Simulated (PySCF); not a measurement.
This PySCF input asks for the NMR shieldings of `C=C[C@H]([SiH3])[Al-]1([Cl])[Cl+][AlH2-][Cl+]1`, C$_{3}$H$_{9}$Al$_{2}$Cl$_{3}$Si; the geometry comes from GFN2-xTB.

```python
import basis_set_exchange as bse
import numpy as np
from pyscf import gto, dft
from pyscf.prop import nmr

atoms = """
C    -2.395766    1.155097   -0.175855
C    -2.160508    0.100625   -0.938630
C    -0.792174   -0.442757   -1.166420
Si   -0.453970   -1.873589    0.070501
Al    0.482798    1.088790   -1.083169
Cl    0.333583    2.924858   -1.931962
Cl    2.484420    0.202506   -1.733646
Al    3.230107    0.269523    0.296534
Cl    1.417840    1.271128    0.963676
H    -1.565413    1.684453    0.286579
H    -3.382663    1.529867    0.029323
H    -2.987774   -0.425808   -1.399756
H    -0.766803   -0.912157   -2.160323
H    -1.328383   -3.006253   -0.255568
H     0.953568   -2.282819   -0.054752
H    -0.747223   -1.416078    1.432746
H     3.276900   -1.144458    0.909949
H     4.392703    1.283390    0.369597
"""
names = dict.fromkeys(["C", "Si", "Al", "Cl", "H"], "pcSseg-1")
basis = {el: gto.basis.parse(bse.get_basis(n, elements=[el], fmt="nwchem")) for el, n in names.items()}
mol = gto.M(atom=atoms, basis=basis, charge=0, verbose=0)
mf = dft.RKS(mol, xc="PBE0")
mf.grids.level = 2
mf.grids.alignment = dft.numint.BLKSIZE   # the property module wants whole blocks of grid points
mf.conv_tol = 1e-9
mf.kernel()

calc = nmr.RKS(mf)   # GIAO
C = mf.mo_coeff
Co = C[:, mf.mo_occ > 0]
resp = mf.gen_response(singlet=True, hermi=2)
def vind(x):   # induced exchange potential for any number of trial vectors
    d = np.einsum("pi,xij,qj->xpq", C, 2 * x.reshape(-1, C.shape[1], Co.shape[1]), Co, optimize=True)
    return np.einsum("xpq,pi,qj->xij", resp(d - d.transpose(0, 2, 1)), C, Co, optimize=True).ravel()
mo1, _ = nmr.rhf.solve_mo1(calc, with_cphf=vind)
sigma = calc.kernel(mo1)
for i, s in enumerate(sigma):   # ppm
    print("%2d %-2s %9.2f" % (i, mol.atom_pure_symbol(i), np.trace(s) / 3))
```

Task: Give the expected output.

Result: 
```
 0 C      64.72
 1 C      38.13
 2 C     163.69
 3 Si    410.03
 4 Al    435.43
 5 Cl    938.77
 6 Cl    894.08
 7 Al    416.07
 8 Cl    883.48
 9 H      26.73
10 H      26.51
11 H      25.17
12 H      30.38
13 H      27.53
14 H      27.26
15 H      27.90
16 H      27.11
17 H      27.17
```

These numbers come from an equivalent density-fitted implementation of the same equations, which agrees with the script to about 0.01 ppm for H and up to a few tenths of a ppm for heavy atoms, so last digits may differ.

Size and cost of the density-fitted run: 240 basis functions, 86 s wall time on 1 thread of an Arm Neoverse V1, shared host; peak memory 1.1 GiB.
